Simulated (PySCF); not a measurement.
A PySCF script (with the pyscf-properties extension) for the NMR shieldings of `InChI=1S/C5H6SSi/c1-2-5-3-4-7-6-5/h1,3H,4,7H2`, on a GFN2-xTB geometry:

```python
import basis_set_exchange as bse
import numpy as np
from pyscf import gto, dft
from pyscf.prop import nmr

atoms = """
C     3.407810    0.708935    0.184024
C     2.227668    0.486057    0.177612
C     0.840306    0.255004    0.207898
C     0.192090   -0.547579   -0.638373
C    -1.283822   -0.748337   -0.550090
Si   -1.948424    0.296742    0.898741
S    -0.053045    1.123633    1.487725
H     4.440512    0.891334    0.173332
H     0.741108   -1.068898   -1.409778
H    -1.747476   -0.466993   -1.498918
H    -1.498971   -1.811136   -0.413968
H    -2.835574    1.378745    0.488069
H    -2.486570   -0.497020    1.997407
"""
names = dict.fromkeys(["C", "Si", "S", "H"], "pcSseg-1")
basis = {el: gto.basis.parse(bse.get_basis(n, elements=[el], fmt="nwchem")) for el, n in names.items()}
mol = gto.M(atom=atoms, basis=basis, charge=0, verbose=0)
mf = dft.RKS(mol, xc="PBE0")
mf.grids.level = 2
mf.grids.alignment = dft.numint.BLKSIZE   # the property module wants whole blocks of grid points
mf.conv_tol = 1e-9
mf.kernel()

calc = nmr.RKS(mf)   # GIAO
C = mf.mo_coeff
Co = C[:, mf.mo_occ > 0]
resp = mf.gen_response(singlet=True, hermi=2)
def vind(x):   # induced exchange potential for any number of trial vectors
    d = np.einsum("pi,xij,qj->xpq", C, 2 * x.reshape(-1, C.shape[1], Co.shape[1]), Co, optimize=True)
    return np.einsum("xpq,pi,qj->xij", resp(d - d.transpose(0, 2, 1)), C, Co, optimize=True).ravel()
mo1, _ = nmr.rhf.solve_mo1(calc, with_cphf=vind)
sigma = calc.kernel(mo1)
for i, s in enumerate(sigma):   # ppm
    print("%2d %-2s %9.2f" % (i, mol.atom_pure_symbol(i), np.trace(s) / 3))
```

**Question.** Give the expected output.

**Answer.** 
```
 0 C      96.36
 1 C     103.34
 2 C      56.06
 3 C      46.33
 4 C     164.56
 5 Si    361.54
 6 S     567.93
 7 H      28.90
 8 H      25.25
 9 H      29.39
10 H      29.39
11 H      26.49
12 H      26.49
```

These numbers come from an equivalent density-fitted implementation of the same equations, which agrees with the script to about 0.01 ppm for H and up to a few tenths of a ppm for heavy atoms, so last digits may differ.

**Question.** Turn these shieldings into chemical shifts. Shifts are taken against calculated references (same method and geometry level): TMS for $^{13}$C (σref 186.93) and $^{29}$Si (σref 349.16) and $^{1}$H (σref 31.72); CS2 for $^{33}$S (σref 503.73).

**Answer.** Averaging equivalent atoms: C 3: 140.6; C 2: 130.9; C 0: 90.6; C 1: 83.6; C 4: 22.4; Si 5: -12.4; S 6: -64; H 8: 6.47; H 11/12: 5.23; H 7: 2.82; H 9/10: 2.33 ppm. 

Size and cost of the density-fitted run: 163 basis functions, 24 s wall time on 1 thread of an Arm Neoverse V2, shared host; peak memory 0.71 GiB.
